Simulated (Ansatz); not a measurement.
Reaction (substitution at a C–C bond): `BCC(C)N` + `C[NH][AlH][NH2]` → `C[N](C)[AlH][NH2]` + `BCCN`

Calculated with Ansatz (gas phase, PBE0-D4/def2-TZVP geometries, no zero-point term in ΔE). CCSD(T)/CBS is the MP2 limit (def2-TZVPP, def2-QZVPP) plus CCSD(T) − MP2 in def2-TZVPP, frozen cores. Functionals use def2-TZVPP. B3LYP here is the variant with VWN-RPA as its local correlation; programs differ in this. One conformer a species, not always the lowest.

Q: Is it downhill or uphill in electronic energy at CCSD(T)/CBS, and by how much? (Estimate.)

A: Computed: Uphill: ΔE = +43.0 kJ/mol.

Q: What do these levels give: PBE-D4, PBE0-D4, ωB97X-V, B2PLYP, PBE, PBE0, B3LYP, CCSD/def2-TZVPP, HF/def2-QZVPP, MP2/def2-QZVPP, SCS-MP2/def2-QZVPP, MP2/CBS(def2)? (An estimate is asked.)

A: The calculation gave: PBE-D4 35.9, PBE0-D4 38.1, ωB97X-V 39.1, B2PLYP 38.0, PBE 35.3, PBE0 37.5, B3LYP 35.4, CCSD/def2-TZVPP 40.8, HF/def2-QZVPP 37.9, MP2/def2-QZVPP 44.0, SCS-MP2/def2-QZVPP 41.8, MP2/CBS(def2) 45.0 kJ/mol.

Largest T1 diagnostic among the species: 0.011.
